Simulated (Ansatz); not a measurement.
Molecule: C₃H₅O, charge 0, multiplicity 2. It need not be the lowest isomer of its formula. 
Structure (B3LYP-D3(BJ)/def2-TZVP (Ansatz, a quantum-chemistry and plane-wave program) minimum search):
```
C
O 1 1.3705
C 1 1.4456 2 62.94
H 3 1.0843 1 120.22 2 100.99
H 3 1.0873 4 115.89 2 135.00
C 1 1.4812 2 123.37 3 -126.96
H 6 1.0900 1 110.45 2 172.26
H 6 1.0912 7 108.50 1 -121.25
H 6 1.0990 7 108.47 8 -117.05
```
Charge 0, spin multiplicity 2.

Total electronic energies in hartree. Valence correlation only, unless marked. UHF or UKS for open shells. No spin-orbit coupling. No relativistic terms. CBS(X,Y): correlation extrapolated as X^-3; Hartree-Fock from the larger set. [CCSD(T)-MP2]/basis is that difference in the basis named.

```csv
level,program,energy (Eh)
HF/STO-3G,Ansatz,-188.87012
HF/cc-pVDZ,Ansatz,-191.28682
revPBE/def2-TZVPD,Ansatz,-192.46602
r2SCAN/def2-TZVPD,Ansatz,-192.41043
B3LYP-D3(BJ)/def2-TZVPD,Ansatz + dftd3,-192.52929
PBE0-D4/def2-TZVPD,Ansatz + dftd4,?
RPA@PBE/cc-pVTZ,Ansatz,-192.46586
MP2/cc-pwCVTZ,Ansatz,-192.07063
SCS-MP2/aug-cc-pVDZ,Ansatz,-191.89045
SCS-MP2/cc-pwCVTZ,Ansatz,-192.06389
CCSD/aug-cc-pVTZ,Ansatz,-192.10081
CCSD(T)/STO-3G,Ansatz,-189.11787
CCSD(T)/6-31G,Ansatz,-191.59243
CCSD(T)/cc-pwCVTZ,Ansatz,-192.12990
"RI-MP2/CBS(aug-cc-pVTZ,aug-cc-pVQZ)+[CCSD(T)-MP2]/aug-cc-pVTZ",Ansatz,-192.2181
```

Problem. What belongs in the gaps?

Solution. 
- PBE0-D4/def2-TZVPD, energy (Eh): -192.29813
